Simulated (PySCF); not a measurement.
Computed IR spectrum (relative IR intensity) of a molecule C₄H₈Si. Geometry: PBE-D3(BJ)/def2-SVP. The values are those of a single conformer. Calculation: PBE-D3(BJ)/def2-SVP in PySCF. Frequencies are harmonic and unscaled.

Lines under 2 % of the strongest are left out, and lines within 2 cm⁻¹ are merged.

```json
[
 {"ν (cm⁻¹)": "319", "relative intensity": "6.5"},
 {"ν (cm⁻¹)": "336", "relative intensity": "8.2"},
 {"ν (cm⁻¹)": "569", "relative intensity": "7.7"},
 {"ν (cm⁻¹)": "599", "relative intensity": "4.2"},
 {"ν (cm⁻¹)": "661", "relative intensity": "7.6"},
 {"ν (cm⁻¹)": "692", "relative intensity": "24"},
 {"ν (cm⁻¹)": "718", "relative intensity": "21"},
 {"ν (cm⁻¹)": "756", "relative intensity": "30"},
 {"ν (cm⁻¹)": "831", "relative intensity": "29"},
 {"ν (cm⁻¹)": "868", "relative intensity": "100"},
 {"ν (cm⁻¹)": "871", "relative intensity": "51"},
 {"ν (cm⁻¹)": "1211", "relative intensity": "12"},
 {"ν (cm⁻¹)": "1217", "relative intensity": "5.0"},
 {"ν (cm⁻¹)": "1391", "relative intensity": "2.8"},
 {"ν (cm⁻¹)": "2080", "relative intensity": "11"},
 {"ν (cm⁻¹)": "2150", "relative intensity": "58"},
 {"ν (cm⁻¹)": "2977", "relative intensity": "3.1"},
 {"ν (cm⁻¹)": "3078", "relative intensity": "3.7"},
 {"ν (cm⁻¹)": "3084", "relative intensity": "2.5"},
 {"ν (cm⁻¹)": "3390", "relative intensity": "24"}
]
```

Task: Which structure fits?
A) CC1=C[SiH2]C1
B) C#C[SiH](C)C
C) C=C1C[SiH2]C1
D) C=C=C[SiH2]C

Result: B, C#C[SiH](C)C
